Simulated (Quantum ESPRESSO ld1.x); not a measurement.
Q: The table gives one normalised radial function P(r) = r R(r) of Nb16+ in [Ar] 3d7 (r in bohr). Calculated with ld1.x of Quantum ESPRESSO 7.5: scalar-relativistic Kohn-Sham, exchange-only LDA, spin-polarised, spherical densities, point nucleus; open shells are filled with parallel spins first (spin-orbit coupling, left out, can overturn this in heavy ions).

r          P
0.001713  0.0000
0.002397  0.0000
0.003354  0.0001
0.004694  0.0002
0.006568  0.0005
0.009191  0.0013
0.01286   0.0032
0.018     0.0081
0.02518   0.0199
0.03524   0.0474
0.04892   0.1057
0.06846   0.2265
0.09579   0.4466
0.134     0.7902
0.1876    1.2142
0.2625    1.5555
0.3673    1.5800
0.514     1.1953
0.7192    0.6141
1.006     0.1843
1.408     0.0259

Which n and l does it have? It may be an empty orbital.

A: n = 3, l = 2: the number of nodes gives n - l - 1 = 0, the rise at small r (about r^(l+1), flatter next to the nucleus through relativity) gives l, and the extent must fit the shell. The curve is that of 3d up; the table hardly tells the two spins apart. 3d up: eigenvalue -615.63 eV, 0 radial nodes, <r> = 0.395 bohr, 90 % of the charge inside 0.621 bohr.
